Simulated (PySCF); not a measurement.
Input of a run (PBE0-D3(BJ)/def2-SVP geometry optimisation, gas phase (PySCF 2.14.0)), started from GFN2-xTB:
```
{"job": {"xc": "PBE0", "basis": "def2-SVP", "d3": "d3bj", "grid": 1, "shake": 0.01, "kind": "geom"}, "charge": 0, "multiplicity": 1}
C      3.029240     0.266710     0.029730
C      1.846280     0.228830    -0.296920
C      0.479030     0.157840    -0.669030
C     -0.454910    -0.136100     0.194910
F     -0.226410    -0.394710     1.489240
C     -1.854650    -0.211770    -0.158220
C     -3.010980    -0.291880    -0.419960
H      4.035410     0.350110     0.293410
H      0.247550     0.359420    -1.674180
H     -4.040120    -0.349400    -0.662880
```

Output (energies in Eh, forces in Eh/bohr):
```
step   0  E = -329.49136595  max force = 0.063095
step   1  E = -329.49770427  max force = 0.009858
step   2  E = -329.49794978  max force = 0.009160
step   3  E = -329.49854087  max force = 0.007928
step   4  E = -329.49868710  max force = 0.001891
step   5  E = -329.49872343  max force = 0.002942
step   6  E = -329.49874994  max force = 0.000360
step   7  E = -329.49875100  max force = 0.000228
optimisation converged
```

Q: Summarise the run.

A: The energy falls by 0.201 eV over 8 energy and gradient evaluations, the largest force component goes from 0.0631 to 2.3e-04 Eh/bohr, and the atoms move by 0.039 Å rms after alignment. The bond that changes most is C3=C4 (alkene CH carbon to vinylic C–F carbon), which lengthens by 0.044 Å. Bonds longer at the end by more than 0.005 Å: 5 of 9; shorter: 4. Among the angles that change most is C4–C3–H9, from 121.2° to 117.3°. The energy never rose by more than 1e-6 Eh on the way. The first step brought 86 % of the lowering.

Q: What are the final bond lengths?

A: C1≡C2 1.214 Å, C2–C3 1.413 Å, C3=C4 1.350 Å, C4–F5 1.328 Å, C4–C6 1.421 Å, C6≡C7 1.213 Å, C1–H8 1.074 Å, C3–H9 1.093 Å, C7–H10 1.075 Å. Numbering counts from 1 in the input's order; the species is `C#C/C=C(\F)C#C`.

The run used 113 basis functions and 61 SCF cycles in all. Time: 34 s wall; peak memory 0.43 GiB. Hardware: an Arm Neoverse V1 with one thread, on a shared host.

Not checked by PBE0-D3(BJ)/def2-SVP frequencies.
